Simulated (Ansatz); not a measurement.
The same path of BrH + Cl2H2Si (7 atoms, charge 0, multiplicity 1) was run 3 times with different band settings. Lost on the way: Si1–H2, H6–Br7. Made: Si1–Br7, H2–H6.

Theory: RKS LDA/def2-SVP in Ansatz 0.2.0.

Relaxed end points:

```xyz
7
Properties=species:S:1:pos:R:3
Si -0.328 -0.687 0.285
H -0.474 0.705 0.846
Cl -1.083 -0.690 -1.614
Cl -1.425 -1.936 1.480
H 1.099 -1.131 0.272
H 0.564 1.810 -0.159
Br 1.647 1.930 -1.109
```

```xyz
7
Properties=species:S:1:pos:R:3
Si 0.452 -0.904 -0.234
H -1.061 1.692 0.813
Cl -0.953 -0.562 -1.673
Cl -0.447 -0.864 1.605
H 1.072 -2.245 -0.444
H -1.071 2.242 0.255
Br 2.008 0.641 -0.322
```

Common settings: climbing image yes; optimiser quadratic models (default); start path through a guess of the saddle point; force threshold 0.05 eV/Å; iteration limit 60; end points relaxed.

| run | movable images | spring |
| --- | --- | --- |
| 1 | 5 | 5.0 eV/Å² |
| 2 | 3 | 5.0 eV/Å² |
| 3 | 5 | 50.0 eV/Å² |

(1) What does each run give, and how far can it be trusted?

Results:

(1) Run 1: converged after 15 iterations, highest image 1.005 eV above the first end. A vibrational analysis at the climbing image gives one clearly imaginary mode, 630i cm⁻¹: a first-order saddle point.
Run 2: converged after 9 iterations, highest image 1.010 eV above the first end. Neighbouring images differ by up to 1.3 eV, so the band resolves the path poorly. The order of the stationary point at the top wasn't checked. So few images can step over the top or miss a turn of the path.
Run 3: converged after 12 iterations, highest image 1.006 eV above the first end. Another band between the same ends (5 images) ends at a top of the same energy, where a vibrational analysis finds 1 clearly imaginary mode.
The orbitals stay closed-shell, which can raise the energy where a bond breaks towards radicals; this wasn't checked here.
